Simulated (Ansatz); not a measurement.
Cost and result up the ladder for 1,3,5-triphenylbenzene, `c1ccc(-c2cc(-c3ccccc3)cc(-c3ccccc3)c2)cc1` (42 atoms). Charge 0, multiplicity 1. Geometry: PBE-D4/def2-SVP.

```xyz
42

C    -4.211    1.688    3.517
C    -4.488    1.400    2.171
C    -3.461    0.990    1.311
C    -2.133    0.860    1.775
C    -1.045    0.428    0.861
C     0.253    0.964    0.982
C     1.302    0.551    0.135
C     2.658    1.142    0.264
C     2.830    2.505    0.595
C     4.110    3.062    0.716
C     5.249    2.267    0.511
C     5.095    0.911    0.183
C     3.814    0.355    0.059
C     1.030   -0.422   -0.848
C    -0.257   -0.978   -0.996
C    -0.525   -2.002   -2.038
C    -1.759   -2.032   -2.726
C    -2.013   -2.997   -3.710
C    -1.038   -3.955   -4.028
C     0.193   -3.939   -3.353
C     0.446   -2.973   -2.371
C    -1.283   -0.542   -0.134
C    -1.869    1.155    3.132
C    -2.897    1.563    3.993
H    -5.018    2.010    4.193
H    -5.514    1.504    1.785
H    -3.684    0.792    0.251
H     0.452    1.722    1.753
H     1.943    3.143    0.732
H     4.219    4.129    0.965
H     6.254    2.704    0.607
H     5.981    0.277    0.029
H     3.705   -0.715   -0.173
H     1.826   -0.714   -1.549
H    -2.520   -1.269   -2.503
H    -2.978   -2.995   -4.239
H    -1.237   -4.714   -4.800
H     0.961   -4.692   -3.589
H     1.404   -2.985   -1.829
H    -2.277   -1.007   -0.204
H    -0.847    1.034    3.522
H    -2.670    1.777    5.049
```

Ansatz on 2 threads of AMD EPYC 7R13 on a shared host and a share (18 GiB) of an NVIDIA H100 80GB HBM3. Times are rough, and most runs start from the orbitals of an earlier one. ωB97M-V/def2-TZVP serves as the yardstick here, not as an exact answer. Differences are given only for rows in sets of like size (and for xTB, whose basis is part of the method), since another set adds its own error. Binding counts from free atoms at the same level (C triplet, H doublet; other spins of the atoms weren't run), without zero-point energy or a counterpoise term.

B3LYP takes the VWN-RPA correlation. Correlated methods freeze 24 core orbitals. The rows differ in basis, and correlated rows in double-zeta sets carry the largest basis error. Single mean-field runs in def2-SVP, def2-TZVP are fitted with def2-universal-jkfit.

Run but left out: HF/6-31G, HF/def2-TZVP (restricted singlet, unstable in another Hartree–Fock run and untested here).

Correlated methods converge slowly with the basis, most of all in double-zeta sets.

| level | functions | wall time | binding energy per atom (eV) | difference from ωB97M-V/def2-TZVP (eV) | remarks |
| --- | --- | --- | --- | --- | --- |
| PBE-D4/def2-SVP | 426 | 3.3 s | 5.59 | – | – |
| PBE0-D4/def2-SVP | 426 | 3.5 s | 5.48 | – | – |
| B3LYP-D4/6-31G | 252 | 3.9 s | 5.22 | – | – |
| PBE-D4/def2-TZVP | 852 | 5.5 s | 5.50 | 0.21 | – |
| MP2/def2-SVP | 426 | 6 s | 5.26 | – | restricted SCF unstable |
| PBE0-D4/def2-TZVP | 852 | 7 s | 5.39 | 0.10 | – |
| r2SCAN-D4/def2-TZVP (with forces) | 852 | 8.5 s | 5.33 | 0.04 | – |
| B3LYP-D4/def2-TZVP (with forces) | 852 | 9.5 s | 5.29 | 0.00 | – |
| ωB97M-V/def2-TZVP | 852 | 14 s | 5.29 | 0.00 | – |
